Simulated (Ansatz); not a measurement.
Cost and result for the atomization energy of `CC(C)OB(S)Cl` (15 atoms, 14 bonds).

| atom | x (Å) | y (Å) | z (Å) |
| --- | --- | --- | --- |
| C1 | -1.1490 | -0.3929 | 1.1304 |
| C2 | -0.0747 | 0.4229 | 0.4469 |
| C3 | 1.0021 | 0.8966 | 1.3941 |
| O4 | 0.5635 | -0.3891 | -0.5483 |
| B5 | 0.1933 | -0.4912 | -1.8280 |
| S6 | 1.1505 | -1.6222 | -2.8679 |
| Cl7 | -1.1674 | 0.4305 | -2.5040 |
| H8 | -0.7128 | -1.2784 | 1.5983 |
| H9 | -1.6391 | 0.2022 | 1.9040 |
| H10 | -1.9079 | -0.7139 | 0.4145 |
| H11 | -0.5311 | 1.2822 | -0.0541 |
| H12 | 1.4805 | 0.0455 | 1.8840 |
| H13 | 1.7668 | 1.4620 | 0.8594 |
| H14 | 0.5695 | 1.5408 | 2.1624 |
| H15 | 0.4559 | -1.3951 | -3.9917 |

Total charge 0; spin multiplicity 1. The geometry is a stationary point of PBE0-D4/def2-TZVP. It is one conformer, not always the lowest. Program: Ansatz. All runs use 2 threads of an AMD EPYC 7R13 on a shared host and a share of an NVIDIA H100 80 GB. Times are those of one run each, without the atoms' runs, and a repeat can differ threefold. Electronic energies, without spin–orbit coupling; frozen cores. CCSD(T)/CBS adds CCSD(T) − MP2 in def2-TZVPP to the MP2 limit, and its time is that of the two runs behind it. T1 = 0.012. B3LYP takes the VWN-RPA correlation (the form of Gaussian; ORCA's B3LYP/G).

CCSD(T)/CBS is a level of theory with its own doubt, some kJ/mol a heavy atom from the limit and from the frozen cores, so smaller differences don't rank the functionals.

```csv
level,functions,wall time,atomization (kJ/mol),difference from CCSD(T)/CBS,per bond
B2PLYP/def2-TZVPP,351,2.7 s,5852.3,-58.0,-4.1
B3LYP-D4/def2-TZVPP (with forces),351,3.2 s,5909.0,-1.3,-0.1
PBE-D4/def2-TZVPP (with forces),351,3.5 s,6053.0,142.7,10.2
ωB97X-V/def2-TZVPP,351,3.7 s,5933.1,22.8,1.6
r2SCAN-D4/def2-TZVPP (with forces),351,3.8 s,5957.8,47.5,3.4
PBE0-D4/def2-TZVPP,351,4.1 s,5961.4,51.1,3.6
ωB97M-V/def2-TZVPP (with forces),351,4.4 s,5949.4,39.1,2.8
MP2/def2-QZVPP,665,6.5 s,5968.3,58.0,4.1
CCSD(T)/def2-TZVPP,351,7 s,5771.3,-139.0,-9.9
CCSD(T)/CBS(def2),–,14 s,5910.3,0.0,0.0
```

In def2-TZVPP, CCSD(T) changes the Hartree–Fock value by +1361.5 kJ/mol (the triples alone add +89.5 kJ/mol) and MP2 by +1477.3 kJ/mol; breaking electron pairs costs correlation energy, which Hartree–Fock lacks. From PBE to PBE0 (25 % exact exchange), in def2-TZVPP and without D4, the atomization energy moves by −86.3 kJ/mol: exact exchange takes away binding that semilocal exchange gives to molecules. The D4 term adds +59.1 kJ/mol with B3LYP and +31.6 kJ/mol with PBE0; it sums over pairs of atoms, weighted by their polarisabilities, and B3LYP, whose exchange is more repulsive, gets the larger term.
